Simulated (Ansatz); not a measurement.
Ansatz (a quantum-chemistry and plane-wave program) input (B3LYP/6-31G*):

Ansatz 0.2 input:
```yaml
crystal:
  periodic: [false, false, false]
  atoms:
    - {symbol: C, position_ang: [-1.78375000, -0.45640200, -0.01709600]}
    - {symbol: Ge, position_ang: [-0.05727300, 0.30278300, -0.05746500]}
    - {symbol: C, position_ang: [1.68113100, -0.74218800, 0.22631100]}
    - {symbol: H, position_ang: [-1.91824300, -1.20853500, -0.80332100]}
    - {symbol: H, position_ang: [-2.01613500, -0.89205800, 0.96175200]}
    - {symbol: H, position_ang: [0.26232100, 1.00478400, -1.43270300]}
    - {symbol: H, position_ang: [0.12655500, 1.44370200, 1.01525900]}
    - {symbol: H, position_ang: [1.66583600, -1.21768900, 1.21129600]}
    - {symbol: H, position_ang: [2.56577600, -0.09808500, 0.15988700]}
    - {symbol: H, position_ang: [1.76233100, -1.52964600, -0.52857000]}
basis:
  gaussian:
    orbitals: 6-31G*
hamiltonian:
  xc: {name: B3LYP}
total_charge: -1
output: {forces: true}
```

Output:

```
Functional definition: B3LYP
integrals: 0.03 GiB planned
818 factors; integrals over basis functions are off by at most 5.7e-4 eV
mean field: 0.28 GiB planned
mean field evaluation 1: about -58693.2094 eV, gradient 4.8e1 eV
mean field evaluation 2: about -58680.9915 eV, gradient 7.5e1 eV
mean field evaluation 4: about -58698.4249 eV, gradient 4.5e0 eV
mean field evaluation 8: about -58698.5710 eV, gradient 2.2e-1 eV
mean field evaluation 16: about -58698.5712 eV, gradient 3.5e-5 eV
mean field -58698.57118284 eV, -2157.1327036487 hartree, gradient 3.4e-5 eV, S^2 0.000000; 0 other end points of the search recorded, 0 dependent functions left out
the calculation of the forces begins
reference -58698.57143974 eV, -2157.1327130899 hartree; 26, 26 occupied and 53, 53 virtual orbitals, 818 factors
Total energy: -58698.57143974 eV, -2157.1327130899 hartree
Atom 0 at    -1.783750    -0.456402    -0.017096 Å, force    -0.003375     0.358290    -0.064428 eV/Å
Atom 1 at    -0.057273     0.302783    -0.057465 Å, force    -0.115929    -0.360280     0.058169 eV/Å
Atom 2 at     1.681131    -0.742188     0.226311 Å, force    -0.087979     0.149700    -0.031721 eV/Å
Atom 3 at    -1.918243    -1.208535    -0.803321 Å, force    -0.007974    -0.130786    -0.084388 eV/Å
Atom 4 at    -2.016135    -0.892058     0.961752 Å, force    -0.019482    -0.093584     0.123095 eV/Å
Atom 5 at     0.262321     1.004784    -1.432703 Å, force     0.011772     0.080832    -0.111965 eV/Å
Atom 6 at     0.126555     1.443702     1.015259 Å, force     0.001258     0.114822     0.077607 eV/Å
Atom 7 at     1.665836    -1.217689     1.211296 Å, force     0.032740    -0.068120     0.125011 eV/Å
Atom 8 at     2.565776    -0.098085     0.159887 Å, force     0.144336     0.055690    -0.001980 eV/Å
Atom 9 at     1.762331    -1.529646    -0.528570 Å, force     0.044631    -0.106564    -0.089400 eV/Å
Dipole moment:     0.767755    -0.125787     0.065134 e Å
```

The dipole moment of an ion depends on the origin.

The geometry given is a B3LYP-D3(BJ)/def2-TZVP minimum.
